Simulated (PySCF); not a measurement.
Compound: C6H6ClF.
SMILES with atom numbers: `[CH2:1]=[C:2]([F:3])[C@H:4]1[CH:5]=[C:6]([Cl:7])[CH2:8]1` (hydrogens: H9, H10 on C1; H11 on C4; H12 on C5; H13, H14 on C8)

Cartesian coordinates in Å at the GFN2-xTB level; atoms count from 1:
```xyz
14
C6H6ClF angstrom
C      1.9052    0.7547    0.7732
C      1.3196   -0.4238    0.6797
F      2.0794   -1.5445    0.6042
C     -0.1417   -0.7144    0.6246
C     -1.0701    0.3791    1.1018
C     -1.6409    0.5161   -0.0925
Cl    -2.8866    1.4957   -0.7152
C     -0.8159   -0.5356   -0.7764
H      1.3159    1.6496    0.8303
H      2.9756    0.8483    0.7949
H     -0.3312   -1.6955    1.0652
H     -1.1933    0.8417    2.0609
H     -0.1510   -0.1696   -1.5557
H     -1.3657   -1.4022   -1.1369
```

Computed at PBE0/pcSseg-1 (PySCF, non-relativistic), with Q(35Cl) = −0.0817 b: Cl7, 35Cl (I = 3/2): χzz = -71.69 MHz, η = 0.124.

Task: Find the zero-field quadrupole resonance frequencies of 35Cl at Cl7.

Result: From ν = (|χ|/2)√(1 + η²/3): ν = 35.94 MHz (vinyl chlorine). For 37Cl the ratio of quadrupole moments, 0.7881, gives 28.32 MHz.

Task: Apply the simplest Townes–Dailey estimate (no s hybridisation, no π bonding), ionic character = 1 − χzz/χ0, where χ0 is the coupling for one missing p electron along the bond: −109.74 MHz for 35Cl.

Result: Cl7 on C6: 1 − (-71.69)/(-109.74) = 0.35. In this model a purely covalent bond gives χ0 and a free halide ion gives zero; s hybridisation or π bonding, where present, is counted here as ionic character.

In a crystal, neighbours and librations shift these lines. The structure is a single GFN2-xTB conformer in the gas phase; no vibrational or solvent corrections. GFN2-xTB bond lengths can be off by several hundredths of an ångström, more for odd bonds, and the gradients follow them. These gradients aren't converged with respect to the basis.
